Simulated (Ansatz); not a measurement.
`[F][Ge]([Cl])[I]` radical. Charge 0, multiplicity 2. I: def2 effective core potential.

Task: What are the harmonic wavenumbers in cm⁻¹ at PBE0-D4/def2-TZVP (Ansatz, finite differences of forces, unscaled)? (An estimate is asked.)

Result: Ansatz gave: 94, 144, 188, 243, 417, 692.

Task: Is this a minimum?

Result: Yes, all 6 modes are real.

Task: Give the ideal-gas thermochemistry at 298.15 K and 1 bar (rigid rotor, harmonic oscillator; point group C1, symmetry number 1).

Result: Zero-point energy 10.6 kJ/mol; H(298) − E = 28.1 kJ/mol; entropy 354.8 J/(mol·K), of which translation 177.9, rotation 122.7, vibration 48.4, electronic 5.8; G(298) − E = -77.7 kJ/mol. Modes under 100 cm⁻¹ are hindered rotations or soft bends, so the harmonic entropy is rough.

Task: Rotational constants (cm⁻¹)?

Result: 0.1184, 0.02909, 0.02477.
